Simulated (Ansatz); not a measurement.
A run for Ansatz (a first-principles code): R-PBE0/def2-TZVPP on FGeHS (SMILES [F][Ge][SH]), a point of a torsion scan.

Ansatz 0.2 input:
```yaml
crystal:
  periodic: [false, false, false]
  atoms:
    - {symbol: F, position_ang: [1.70460396, -0.64178872, 0.22255329]}
    - {symbol: Ge, position_ang: [0.93401640, 0.94174300, -0.23733618]}
    - {symbol: S, position_ang: [-1.22152752, 0.43914335, 0.28154191]}
    - {symbol: H, position_ang: [-1.28961380, 1.43480940, 1.16342909]}
basis:
  gaussian:
    orbitals: def2-TZVPP
hamiltonian:
  xc: {name: PBE0}
scf: {lower_state_search: off}
```

Output:

```
WARN ansatz: RAYON_NUM_THREADS=1 ignored (pool sized by the plan → 1); use --threads N
Functional definition: PBE0
these checks for a lower state are left out or cut short: stability, starts, cluster_reference, orbital_swaps, neighbouring_geometries, increment
integrals: 0.06 GiB planned
931 factors; their error is unknown
mean field: 0.50 GiB planned
mean field evaluation 1: about -70072.7911 eV, gradient 4.3e1 eV
mean field evaluation 2: about -70057.7288 eV, gradient 1.1e2 eV
mean field evaluation 4: about -70075.8850 eV, gradient 5.4e0 eV
mean field evaluation 8: about -70076.2377 eV, gradient 1.4e-1 eV
mean field evaluation 16: about -70076.2377 eV, gradient 1.0e-5 eV
mean field -70076.23773574 eV, -2575.2542374086 hartree, gradient 1.6e-6 eV, S^2 0.000000; 0 other end points of the search recorded, 0 dependent functions left out
reference -70076.23775555 eV, -2575.2542381366 hartree; 29, 29 occupied and 106, 106 virtual orbitals, 931 factors
Total energy: -70076.23775555 eV, -2575.2542381366 hartree
Checks for a lower state left out: stability, starts, cluster_reference, orbital_swaps, neighbouring_geometries, increment
```

The run converged.

Cost: about 1.3 core-seconds (a rough figure).
